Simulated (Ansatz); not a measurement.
Mulliken charges of `BBC(=N)Br` from B3LYP/def2-TZVPP in Ansatz (PBE0-D4/def2-TZVP geometry).

```tsv
atom	x (Å)	y (Å)	z (Å)	charge (e)
B1	0.052	1.495	0.544	-0.221
B2	0.758	0.054	0.145	-0.016
C3	-0.356	-0.926	-0.396	0.041
N4	-0.441	-2.090	-0.825	-0.134
Br5	-2.015	0.150	-0.298	-0.020
H6	0.024	2.414	-0.226	0.057
H7	-0.300	1.727	1.667	0.056
H8	1.889	-0.337	0.197	0.056
H9	0.479	-2.535	-0.825	0.180
```

Task: By hand: the dipole of these point charges (1 e Å = 4.8032 D).

Result: Σ q r = (0.238, -0.333, -0.079) e Å, of length 0.417 e Å = 2.00 D.

Task: How does the dipole of the full density compare? (Estimate.)

Result: Ansatz gave: (0.374, -0.158, 0.007) e Å, 1.95 D; the point charges give 1.03 times that, at 34° from its direction.

Point charges leave out the atoms' own dipoles, such as those of lone pairs, and Mulliken's split depends on the basis, so the two needn't agree.

B3LYP here is the variant with VWN-RPA as its local correlation; programs differ in this.
